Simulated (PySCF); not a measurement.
C2H6ClGe, SMILES [Ge]([CH3])([CH3])[Cl] (connectivity only; charge and spin as stated), charge +1, multiplicity 1. Heavy atoms are numbered as in [CH3:1][Ge:2]([CH3:3])[Cl:4]. Hydrogens are named by the atom that carries them.

Geometry: B3LYP-D3(BJ)/def2-SVP. The multiplicity is an assumed one; no other spin state was optimised. The isomer is the one that the SMILES or the coordinates give; other isomers of the formula were not compared.

The numbers are results of PBE/pcSseg-1 in PySCF, not measurements.

GIAO shieldings, no solvent; atoms alike by connectivity are averaged. δ = σ(ref) − σ: ¹³C against TMS (σ = 182.0 ppm); ⁷³Ge against GeH4 (σ = 1614.4 ppm); ³⁵Cl against HCl (σ = 936.5 ppm); ¹H against TMS (σ = 31.49 ppm), references at their B3LYP-D3(BJ)/def2-TZVP geometries, non-relativistic (without spin–orbit terms, shifts of atoms bonded to Cl or Br come out too high).

Computed chemical shifts:
```tsv
nucleus	atoms	count	δ (ppm)
¹³C	C1 (CH3)	2	34.1
⁷³Ge	Ge2	1	1153.2
³⁵Cl	Cl4	1	523.0
¹H	H on C1	6	3.18
```
